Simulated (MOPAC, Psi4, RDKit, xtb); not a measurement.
Internal rotation in SMILES C([SiH2][SiH2]Cl)=C. Scanned: dihedral C1–C2–Si3–Si4; all other coordinates were relaxed at GFN2-xTB. Points at φ and −φ are mirror images.

Atom numbering (GFN2-xTB optimised geometry, Å):
```
12

C     -1.8614    -0.8018     0.0723
C     -1.5303     0.4646    -0.1236
Si     0.2300     1.1367    -0.1718
Si     1.7550    -0.5761     0.1456
Cl     3.6415     0.1715     0.0558
H     -1.1148    -1.5665     0.2233
H     -2.8867    -1.1404     0.0923
H     -2.3284     1.1828    -0.2687
H      0.3168     2.1886     0.8556
H      0.3916     1.8273    -1.4626
H      1.6709    -1.2483     1.4456
H      1.7159    -1.6385    -0.8638
```

GFN1-xTB // GFN2-xTB (xtb); MMFF94 // GFN2-xTB (RDKit); AM1, restricted, heats of formation // GFN2-xTB (MOPAC); PBE/def2-TZVP // GFN2-xTB (Psi4); PM6, restricted, heats of formation // GFN2-xTB (MOPAC); MP2/cc-pVTZ = DF-MP2 (frozen core)/cc-pVTZ // GFN2-xTB (Psi4).

Energies in kJ/mol, each method relative to its own lowest point.

```
φ / °  GFN1-xTB  MMFF94  AM1  PBE/def2-TZVP  PM6  MP2/cc-pVTZ
-----  --------  ------  ---  -------------  ---  -----------
-150        4.8     1.1  4.0            4.7  2.1          4.8
-120        1.7     0.0  0.7            0.0  0.3          0.0
-90         2.4     0.8  0.0            1.0  0.0          0.9
-60         4.4     3.9  2.0            4.5  0.7          4.0
-30         2.2    10.0  6.0            4.8  1.9          3.6
0           0.0    12.6  7.0            3.5  2.2          2.1
30          2.2    10.0  6.0            4.8  1.9          3.6
60          4.4     3.9  2.0            4.5  0.7          4.0
90          2.4     0.8  0.0            1.0  0.0          0.9
120         1.7     0.0  0.7            0.0  0.3          0.0
150         4.8     1.1  4.0            4.7  2.1          4.8
180         7.4     2.1  6.2            9.1  3.2          9.1
```

Root-mean-square difference from the MP2/cc-pVTZ profile, itself a level with limits, after the best constant shift (kJ/mol): GFN1-xTB 1.3, MMFF94 4.7, AM1 2.2, PBE/def2-TZVP 0.5, PM6 1.8.

MMFF94 has few fitted parameters for silicon.
